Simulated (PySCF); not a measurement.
Delta-SCF ions had no search for a lower state. Excitations are Tamm–Dancoff values on a coarser integration grid. The basis has no diffuse functions, so Rydberg states are missing or too high.

Z-matrix (Å, degrees):
```
B
O 1 1.3683
H 2 0.9650 1 113.71
C 1 1.5815 2 120.87 3 1.04
H 4 1.0938 1 112.19 2 -132.78
H 4 1.0957 5 107.89 1 -125.48
H 4 1.0960 5 105.90 6 -114.89
B 1 1.6811 2 118.05 3 -179.73
H 8 1.1959 1 122.33 2 -92.52
H 8 1.1961 9 115.62 1 176.91
```
Charge 0, multiplicity 1.

Question: What T1 excitation (TDA), vertical ionisation energy (Delta-SCF) and total energy does M06-2X/def2-TZVP // B3LYP-D3(BJ)/def2-TZVP (PySCF) give?

Answer: 
- T1 excitation (TDA): 3.74 eV
- vertical ionisation energy (Delta-SCF): 10.25 eV
- total energy: -166.6438 Ha
